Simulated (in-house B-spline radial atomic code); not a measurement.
Ionising the indium ion In⁸⁺ with different functionals

Computed with a B-spline radial code for spherical atoms: scalar-relativistic (spin-free X2C) Hamiltonian, Fermi nucleus of rms radius 4.6156 fm, spin-polarised at highest spin, spherical fractional occupations for the functionals, and exact exchange of hybrids averaged over the configuration. The ionisation energy is the difference of two self-consistent energies, [Kr] 4d5 → [Kr] 4d4, without Breit or QED terms; ε is the level of the shell that loses the electron (its least bound occupied spin orbital). There is no spin-orbit coupling in this Hamiltonian.

```
   method                    rung  ΔSCF (eV)  -ε(4d) (eV)
     PBE0           global hybrid     157.88       150.01
    B3LYP           global hybrid          ?            ?
    TPSSh           global hybrid     157.79       148.16
BHandHLYP           global hybrid          ?            ?
  r2SCAN0           global hybrid     158.46       150.67
    B97-1           global hybrid     157.52       149.15
    HSE06  range-separated hybrid     157.84       149.55
    wB97X  range-separated hybrid     157.38       152.05
CAM-B3LYP  range-separated hybrid     157.62       151.18
  LC-wPBE  range-separated hybrid     157.67       152.35
```

Question: What does BHandHLYP give?

Answer: ΔSCF 157.76 eV, and -ε(4d) = 152.83 eV.

Question: What does B3LYP give?

Answer: ΔSCF 157.68 eV, and -ε(4d) = 149.20 eV.

Question: Among the functionals, which spreads more, the ΔSCF values or the orbital energies?

Answer: The orbital energies: ΔSCF values span about 1.08 eV and the orbital energies 4.67 eV; here energy differences depend much less on the functional than eigenvalues do.

Question: How do they compare with the NIST value?

Answer: NIST lists 156 eV ± 2.2 (tabulated theory, ground level to ground level). Errors run from +1.38 to +2.46 eV; all lie within about twice that uncertainty, so the table can't rank the methods.
